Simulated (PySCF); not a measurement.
## How methods differ on the ionisation energy of Nb⁺

Nb⁺ [Kr] 4d4 (5D) → Nb²⁺ [Kr] 4d3 (4F), as a difference of total energies. Computed with PySCF 2.14 in aug-cc-pwCVTZ-PP with ECP28MDF, with scalar relativity through the core potential. Correlated levels: valence: 4s2 4p6 frozen; valence and next inner shell: nothing frozen outside the core potential. The calculations carry no spin-orbit coupling.

**Question.** Order these methods by the ionisation energy they give, lowest first.
A. PW91
B. LDA
C. MP2 (valence and next inner shell)
D. PBE

**Answer.** C (14.118 eV), D (14.486 eV), A (14.542 eV), B (14.731 eV).

The reference lies between the lowest fine-structure levels, while these numbers refer to the centres of the terms.

Errors of the correlated levels include the incompleteness of this basis and the frozen core.

For comparison: 14.32 eV (semi-empirical (NIST evaluation); NIST Atomic Spectra Database, ionization energies).
